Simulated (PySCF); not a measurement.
Si(F)2(Me)(NH2) (CH5F2NSi), SMILES C[Si](N)(F)F.

The structure is a stationary point at PBE0-D3(BJ)/def2-SVP. The structure was generated by enumeration, and PubChem lists no compound with its InChIKey, so it may never have been made. One conformer was computed; it need not be the lowest.

The numbers are results of PBE0-D3(BJ)/def2-SVP run with PySCF, not measurements.

Frequencies are harmonic and unscaled.

```json
[
 {"mode": "1", "ν (cm⁻¹)": "113", "IR (km/mol)": "2.0", "moving atoms (share of kinetic energy)": "H 94 %"},
 {"mode": "2", "ν (cm⁻¹)": "133", "IR (km/mol)": "10.9", "moving atoms (share of kinetic energy)": "H 71 %, F 17 %"},
 {"mode": "3", "ν (cm⁻¹)": "200", "IR (km/mol)": "6.8", "moving atoms (share of kinetic energy)": "F 42 %, H 27 %, C 20 %, N 9 %"},
 {"mode": "4", "ν (cm⁻¹)": "242", "IR (km/mol)": "6.4", "moving atoms (share of kinetic energy)": "H 43 %, F 17 %, C 17 %, N 15 %"},
 {"mode": "5", "ν (cm⁻¹)": "292", "IR (km/mol)": "49.3", "moving atoms (share of kinetic energy)": "H 50 %, F 28 %, Si 15 %"},
 {"mode": "6", "ν (cm⁻¹)": "337", "IR (km/mol)": "37.4", "moving atoms (share of kinetic energy)": "F 41 %, H 24 %, Si 19 %, C 12 %"},
 {"mode": "7", "ν (cm⁻¹)": "343", "IR (km/mol)": "19.4", "moving atoms (share of kinetic energy)": "F 53 %, H 18 %, Si 14 %, N 14 %"},
 {"mode": "8", "ν (cm⁻¹)": "373", "IR (km/mol)": "160.2", "moving atoms (share of kinetic energy)": "H 41 %, N 39 %, F 14 %"},
 {"mode": "9", "ν (cm⁻¹)": "681", "IR (km/mol)": "1.0", "moving atoms (share of kinetic energy)": "C 40 %, H 27 %, F 19 %, N 9 %"},
 {"mode": "10", "ν (cm⁻¹)": "737", "IR (km/mol)": "13.7", "moving atoms (share of kinetic energy)": "H 64 %, N 17 %, C 10 %"},
 {"mode": "11", "ν (cm⁻¹)": "778", "IR (km/mol)": "3.3", "moving atoms (share of kinetic energy)": "H 66 %, C 20 %, F 13 %"},
 {"mode": "12", "ν (cm⁻¹)": "803", "IR (km/mol)": "2.0", "moving atoms (share of kinetic energy)": "H 55 %, F 22 %, C 12 %"},
 {"mode": "13", "ν (cm⁻¹)": "894", "IR (km/mol)": "195.1", "moving atoms (share of kinetic energy)": "Si 42 %, H 20 %, F 17 %, N 16 %"},
 {"mode": "14", "ν (cm⁻¹)": "955", "IR (km/mol)": "212.9", "moving atoms (share of kinetic energy)": "Si 49 %, F 34 %, H 8 %"},
 {"mode": "15", "ν (cm⁻¹)": "975", "IR (km/mol)": "222.5", "moving atoms (share of kinetic energy)": "Si 49 %, N 19 %, F 18 %, H 13 %"},
 {"mode": "16", "ν (cm⁻¹)": "1281", "IR (km/mol)": "58.2", "moving atoms (share of kinetic energy)": "H 75 %, C 24 %"},
 {"mode": "17", "ν (cm⁻¹)": "1426", "IR (km/mol)": "5.9", "moving atoms (share of kinetic energy)": "H 96 %"},
 {"mode": "18", "ν (cm⁻¹)": "1427", "IR (km/mol)": "4.3", "moving atoms (share of kinetic energy)": "H 96 %"},
 {"mode": "19", "ν (cm⁻¹)": "1537", "IR (km/mol)": "75.5", "moving atoms (share of kinetic energy)": "H 88 %, N 12 %"},
 {"mode": "20", "ν (cm⁻¹)": "3069", "IR (km/mol)": "0.2", "moving atoms (share of kinetic energy)": "H 97 %"},
 {"mode": "21", "ν (cm⁻¹)": "3171", "IR (km/mol)": "0.9", "moving atoms (share of kinetic energy)": "H 91 %, C 9 %"},
 {"mode": "22", "ν (cm⁻¹)": "3182", "IR (km/mol)": "0.4", "moving atoms (share of kinetic energy)": "H 91 %, C 9 %"},
 {"mode": "23", "ν (cm⁻¹)": "3628", "IR (km/mol)": "46.7", "moving atoms (share of kinetic energy)": "H 96 %"},
 {"mode": "24", "ν (cm⁻¹)": "3730", "IR (km/mol)": "51.6", "moving atoms (share of kinetic energy)": "H 91 %, N 9 %"}
]
```
